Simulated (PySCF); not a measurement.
**Diatomics of O with group 7**

PBE0 with triple-zeta basis sets in PySCF, for the lowest determinant that a PBE0 search found; no spin–orbit coupling. De refers to high-spin ground-configuration atoms. A positive dipole means M(−)O(+).

```tsv
M	basis	state (unpaired electrons)	Re (Å)	ωe (cm⁻¹)	De (eV)	μ (D)
Mn	x2c-TZVPPall	sextet (σ ↑, π ↑↑, δ ↑↑)	1.619	882	3.98	-4.88
Tc	def2-TZVPP	sextet (σ ↑, π ↑↑, δ ↑↑)	1.708	942	n/a	-3.78
Re	def2-TZVPP	sextet (σ ↑, π ↑↑, δ ↑↑)	1.727	951	5.04	-3.49
```

The shortest bond is that of MnO (1.619 Å), the longest that of ReO (1.727 Å).

The rows differ in basis set, which adds steps of its own.

Down a group the atoms grow and get heavier, so bonds lengthen and wavenumbers fall; the exceptions here are the higher wavenumber at Tc.

De is left out where the level can put another filling of the metal’s s and d shells below the measured ground configuration, by anything from nothing to about 1 eV. The metal atom is held in its measured ground configuration; semilocal functionals can put another filling of s and d lower by some tenths of an eV, and De to that atom would be smaller. These are scalar-relativistic numbers at best; spin–orbit coupling would shift them, the dissociation energy most. With d or f electrons several states lie close, and the lowest PBE0 determinant need not be the measured ground state.
